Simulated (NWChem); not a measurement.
# CH5NOSi2; SMILES [SiH3]C1=N[SiH2]O1

```xyz
10

Si    -0.0041    -2.1275     0.0000
C      0.1108    -0.2233     0.0000
N      1.1690     0.5136     0.0000
Si     0.0086     1.8585     0.0000
O     -1.0737     0.4910     0.0000
H     -0.7524    -2.5537    -1.2178
H      1.3730    -2.6897     0.0000
H     -0.7524    -2.5537     1.2178
H     -0.0950     2.6902     1.2270
H     -0.0950     2.6902    -1.2270
```
Atoms are numbered in this order, from 1.

Computed with NWChem. Medium grid unless said otherwise, to which SCAN and Minnesota functionals are sensitive. The geometry was optimised at PBE0/def2-SVP. Hybrids' shares of exact exchange are those that their runs print; pure functionals count as 0. The functionals differ in more than this share.

```
row                     share of exact exchange  orbital gap (eV)
----------------------  -----------------------  ----------------
PBE/def2-TZVP                              0.00              4.43
r2SCAN/def2-TZVP                           0.00              4.89
B3LYP/def2-TZVP                            0.20          withheld
M06-2X/def2-TZVP                           0.54              9.20
Hartree-Fock/def2-TZVP                     1.00             13.70
```

Problem. Fit a straight line of the last column on the one before it, predict the withheld value, and compare with the run.

Solution. 
1. Means of the 4 shown rows: x = 0.385, y = 8.055. Slope Σ(x − x̄)(y − ȳ)/Σ(x − x̄)² = 6.263/0.6987 = 8.964; intercept 4.604.
2. The shown rows scatter about the line by 0.218 (root mean square); the largest residual is +0.29, at r2SCAN/def2-TZVP.
3. At x = 0.20 (B3LYP/def2-TZVP; inside the shown range) the line gives 6.40.
4. The run gives 6.42, +0.02 from the line, 0.1 times the scatter.
